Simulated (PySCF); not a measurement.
Species: C₆H₁₀BNSi.
Z-matrix (Å and degrees, PBE0-D3(BJ)/def2-SVP geometry), rows numbered from 1:
```
Si
N   1  1.7480
B   2  1.4329  1  128.38
C   3  1.5450  2  118.24  1  -179.23
C   4  1.3636  3  129.18  2   179.29
C   5  1.4329  4  129.35  3     0.43
C   6  1.3662  5  130.12  4     0.06
C   7  1.4329  6  130.05  5    -0.08
C   8  1.3641  7  129.47  6    -0.20
H   1  1.4960  2  112.15  3   -60.57
H   1  1.4937  2  107.09  3   179.96
H   1  1.4957  2  112.22  3    60.43
H   2  1.0152  1  115.36  3  -179.04
H   4  1.1002  3  116.87  2    -0.37
H   5  1.0972  4  117.18  3  -179.66
H   6  1.0951  5  114.52  4   179.96
H   7  1.0950  6  115.42  5   179.89
H   8  1.0973  7  113.41  6   179.91
H   9  1.0998  3  117.67  2     0.43
```

Linear response at B3LYP/def2-SVPD (PySCF, frozen core in the response, non-relativistic).

Static isotropic polarisability: 127.24 au (18.86 Å³), principal values 77.6, 129.8, 174.3 au.

(1) What is the polarisability at 1064 nm and at the sodium D line?

(2) What is the isotropic C6 coefficient between two such molecules, C6 = (3/π)∫α(iω)² dω?

(3) Which effective excitation energy ω̄ makes London's formula C6 = (3/4)α²ω̄ exact here?

(4) What three-body coefficient follows from the one-pole estimate C9 = (3/4)·α·C6?

(5) What molar refraction at the D line follows from R = (4π/3)·N_A·α′, with α′ the polarisability volume?

(6) The lowest 10 singlets have (eV, f): 3.86, 0.063; 4.53, 0.120; 5.18, 0.000; 5.41, 0.071; 5.55, 0.000; 5.86, 0.709; 5.97, 0.000; 6.03, 0.000; 6.14, 0.000; 6.31, 0.006. What share of the static polarisability do they carry in the sum over states α = Σ f/ω²?

(7) How many electrons N does the Slater–Kirkwood formula C6 = (3/4)·√N·α^(3/2) need to give this C6?

(8) How anisotropic is the static polarisability, by Δα² = ½[(α1 − α2)² + (α2 − α3)² + (α3 − α1)²]?

(9) What n − 1 at the D line would an ideal gas of it have at 273.15 K and 1 atm (2.6868 × 10¹⁹ cm⁻³), by n − 1 = 2π·N·α′?

Results:

(1) 129.55 au at 1064 nm (+1.8 %), 135.64 au at 589.3 nm (+6.6 %). The rise at 589.3 nm is 3.63 times that at 1064 nm; a pure ω² law gives 3.26. The lowest singlet lies at 321 nm, shorter than both wavelengths.

(2) 5270 au (Eh·bohr⁶) by a ten-point quadrature over imaginary frequencies, which is 3150 eV·Å⁶ or 304 J·nm⁶/mol.

(3) ω̄ = 4·C6/(3α²) = 0.434 Eh = 11.8 eV. A one-pole form α(ω) = α/(1 − ω²/ω̄²) fitted to the 1064 nm value gives 8.7 eV. London's choice of the ionisation energy (8.05 eV, ΔSCF at the same level) gives C6 = 3590 au, 32 % too low.

(4) 503000 au. This is an estimate from the two numbers above, not a computed integral.

(5) α′ = 20.10 Å³ gives R = 50.70 cm³/mol, for isolated, non-vibrating species.

(6) 24.72 au, 19.4 % of α; the largest term, 15.30 au, is that of the state at 5.86 eV. Their oscillator strengths add up to 0.97. Higher states carry the rest.

(7) N = (4·C6/3)²/α³ = 24.0; the species has 72 electrons in all.

(8) Δα = 83.8 au, or 0.66 of the isotropic value.

(9) 33.93 × 10⁻⁴, a formal value whether or not that pressure can be reached.

One conformer stands for the species.
